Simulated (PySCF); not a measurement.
## Si (silicon, neutral) across methods

[Ne] 3s2 3p1 3d1, one real determinant (an excited configuration). All numbers are calculated (PySCF 2.14, scalar relativity by spin-free X2C-1e, in aug-cc-pVQZ-DK (7s6p4d3f2g, 84 functions)).

```tsv
method	E (hartree)	mean ε 3s β (eV)	mean ε 3p α (eV)	mean ε 3d α (eV)	Σ⟨r²⟩ (bohr²)	⟨S²⟩
CAM-B3LYP	-289.7584	-15.608	-9.380	-1.084	53.72	2.004
PBE	-289.6170	-12.960	-7.042	-0.433	52.96	2.003
wB97X-V	-289.6924	-16.586	-10.358	-1.477	53.90	2.004
TPSS	-289.7754	-12.991	-7.316	-0.376	53.34	2.005
PBE0	-289.6343	-14.127	-8.209	-0.719	53.65	2.005
LDA	-288.5879	-13.072	-6.926	-0.311	52.37	2.001
r2SCAN	-289.7196	-13.148	-7.385	-0.345	52.92	2.008
UHF	-289.22400	-16.574	-11.237	-1.189	56.89	2.014
```

Task: Estimate the same row for revPBE.

Result: E (hartree) = -289.7112; mean ε 3s β (eV) = -12.922; mean ε 3p α (eV) = -7.063; mean ε 3d α (eV) = -0.475; Σ⟨r²⟩ (bohr²) = 53.25; ⟨S²⟩ = 2.004.

⟨L²⟩ = 8.01 against 12 for a pure F term, so this real determinant mixes terms. The outer electron is Rydberg-like, and this basis confines it to a smaller radius and binds it less than a complete one would.
